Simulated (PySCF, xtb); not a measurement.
## C2H3In: where a starting geometry ends

The starting geometry of this gas-phase triplet was built from a drawn formula by distance geometry; its bonds are those of `[C]1[CH2][InH]1`.

```yaml
atoms:
  - { symbol: C, position_ang: [-3.5510, -2.1381, -2.5157] }
  - { symbol: C, position_ang: [-2.1377, -2.5366, -2.3644] }
  - { symbol: In, position_ang: [-2.7613, -0.5663, -3.3423] }
  - { symbol: H, position_ang: [-1.7985, -3.4302, -2.9768] }
  - { symbol: H, position_ang: [-1.4665, -2.0579, -1.6355] }
  - { symbol: H, position_ang: [-3.0385, 0.8817, -3.8956] }
```

**Question.** Predict what becomes of its bonds when it is optimised with r2SCAN-D4/def2-SVP.

**Answer.** A bond breaks, giving a structure given below by its coordinates. Distances that change by over a tenth: C1–C2 (1.48 → 1.32 Å), In3–H6 (1.57 → 1.76 Å). Contacts that open: C2–In3 (2.29 → 3.44 Å).

The energy falls by 2.37 eV over 21 steps:

| step | E − E(last) (eV) |
| --- | --- |
| 1 | 2.368 |
| 3 | 1.584 |
| 5 | 1.171 |
| 8 | 0.559 |
| 10 | 0.133 |
| 12 | 0.010 |
| 14 | 0.001 |
| 17 | 0.000 |
| 19 | 0.000 |
| 21 | 0.000 |

Final geometry (Å):

```yaml
atoms:
  - { symbol: C, position_ang: [-2.3017, -1.6681, -2.7897] }
  - { symbol: C, position_ang: [-2.0775, -2.7855, -2.1325] }
  - { symbol: In, position_ang: [-2.4826, 0.1209, -3.9246] }
  - { symbol: H, position_ang: [-2.3523, -3.7733, -2.5397] }
  - { symbol: H, position_ang: [-1.6149, -2.7980, -1.1311] }
  - { symbol: H, position_ang: [-3.9664, 1.0578, -3.7699] }
```

From the same start GFN2-xTB reaches the same bonding as this run.

The end wasn't checked by frequencies. Open shells are spin-unrestricted. The triplet needn't be the ground state. Atoms past krypton carry core potentials, without spin–orbit terms. Run with PySCF 2.14.0, 2 min on 2 threads of Intel(R) Xeon(R) 6975P-C (Granite Rapids), with other jobs on the host.
